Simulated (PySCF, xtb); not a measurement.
B(Me)(vinyl)(OH) (C3H7BO), SMILES C(=C)B(O)C.

Coordinates come from a B3LYP-D3(BJ)/def2-SVP optimisation. One conformer was computed; it need not be the lowest.

Method: IEF-PCM-M06-2X/def2-SVP (PySCF).

The values are the electrostatic part of the solvation free energy, E(continuum) − E(gas) at the gas-phase geometry, in a cavity of scaled van der Waals radii (PySCF's table); cavitation and dispersion terms are not included. In vacuum the orbital gap is 9.10 eV. The dipole moment in vacuum is 1.25 D.

```tsv
solvent	ε	ΔG(elec) (kcal/mol)	dipole (D)	gap (eV)
water	78.36	-4.3	1.59	9.16
tetrahydrofuran	7.43	-3.4	1.52	9.15
methanol	32.61	-4.2	1.57	9.16
```

For comparison, GFN2-xTB/ALPB(water) (xtb, at the GFN2-xTB geometry, all terms of that model) gives -4.1 kcal/mol.
